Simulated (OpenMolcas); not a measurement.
**Fe3+ in a point-charge field**

Fe3+ among 2 point charges of -1 e arranged as a linear pair (D∞h), 1.94 Å from the ion.
```
   0.0000    0.0000    1.9400  -1.00
   0.0000    0.0000   -1.9400  -1.00
```

```yaml
Program: OpenMolcas 26.06
Method: CASSCF
Basis: ANO-RCC-VDZP [5s4p2d1f]
Scalar_Hamiltonian: DKH2, point nucleus
Active_space: 5 electrons in 5 orbitals (3d)
State_averaging: 2S+1 = 6 even, 1 root; 2S+1 = 4 even, 24 roots; 2S+1 = 2 even, 75 roots
Spin-orbit_coupling: RASSI with atomic mean-field integrals over the reference wave functions
```

The lowest spin-free states (labels by Λ), above the lowest:

```csv
State,Degeneracy,E (cm-1),Free-ion L (%)
6Σ,1,0.0,S (100)
4Φ,2,36572,G (97)
4Δ,2,36639,G (96)
4Γ,2,37041,G (100)
4Π,2,37145,G (98)
4Σ,1,37513,G (100)
4Π,2,41176,P (68)
4Σ,1,42808,P (100)
4Δ,2,45427,D (93)
4Σ,1,46056,D (100)
4Π,2,47937,D (68)
2H,2,52664,I (97)
2Σ,1,52689,I (99)
2Π,2,52704,I (99)
2Γ,2,52734,I (97)
2Δ,2,52746,I (99)
2Φ,2,52786,I (98)
2I,2,53037,I (100)
2Π,2,59020,D (65)
2Δ,2,59305,D (74)
```

The lowest levels with spin-orbit coupling:

```
E (cm-1)  Degeneracy  2S+1                g
     0.0           2     6  0.00 0.00 10.01
     0.3           2     6   0.00 0.00 6.01
     0.5           2     6   2.00 6.01 6.01
   36471           2     4   0.00 0.00 9.10
   36497           2     4  0.00 0.00 11.98
   36513           2     4   0.00 0.00 4.86
   36582           2     4   0.00 0.00 0.74
   36588           2     4   0.00 0.00 8.86
   36661           2     4   0.00 0.00 5.08
   36724           2     4   0.00 0.00 1.25
   36750           2     4   0.01 0.01 2.00
   37034           2     4   0.00 0.00 2.06
   37043           2     4  0.00 0.00 14.01
   37055           2     4   0.00 0.00 6.05
   37057           2     4  0.00 0.00 10.02
   37080           2     4   0.00 0.00 8.00
   37113           2     4   0.00 0.00 4.00
   37158           2     4   0.11 1.52 1.52
   37217           2     4   1.19 1.19 3.90
   37508           2     4   2.00 3.68 3.68
```

Powder χT (cm3 K/mol): 4.38 at 2 K, 4.39 at 10 K, 4.39 at 50 K, 4.39 at 100 K, 4.39 at 200 K, 4.39 at 300 K. The effective moment at 300 K is 2.828 √(χT) = 5.92 μB.

The lowest level has 2S+1 = 6, for which the spin-only value is χT = S(S+1) / 2 = 4.375 cm3 K/mol (g = 2). The computed 4.386 at 300 K differs by +0.011, little more than the free-electron g of 2.0023 accounts for.

Without dynamic correlation the repulsion within the d shell is too large (B by tens of per cent), so at a given field states of lower spin stand too high. Point charges carry no covalency, so the field is a model and not that of real ligands. No measured value stands beside these numbers.
